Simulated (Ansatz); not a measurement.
Reaction (formal exchange of groups at a C–C bond): `C[CH2][AlH][Br]` + `CC#CCCC` → `CC#CCCCC` + `[CH3][AlH][Br]`

Isolated molecules relaxed with PBE0-D4/def2-TZVP in Ansatz; ΔE leaves out vibrations. CBS: MP2 limit from def2 TZ/QZ plus the TZ coupled-cluster correction, frozen cores. DFT in def2-TZVPP. For Br outer-core shells are correlated without core-valence functions, which leaves a few kJ/mol of doubt a bond. Scalar relativity is left out up to krypton. Each species was taken in one conformer, which may not be the lowest.

```tsv
species	CAM-B3LYP-D4 energy (Eh)
`C[CH2][AlH][Br]`	-2896.59923
`CC#CCCC`	-234.55930
`CC#CCCCC`	-273.86546
`[CH3][AlH][Br]`	-2857.29928
```

Work out ΔE.

ΔE = (-273.86546) + (-2857.29928) − (-2896.59923) − (-234.55930) = -0.00621 Eh = -0.17 eV. CCSD(T)/CBS gives -0.17 eV.

Largest T1 diagnostic among the species: 0.010.

Leaving LDA and LC-ωPBE aside and taking each functional with its dispersion term where it has one, the values, not all of them listed here, spread over 0.04 eV, from B97M-V to BLYP-D4.
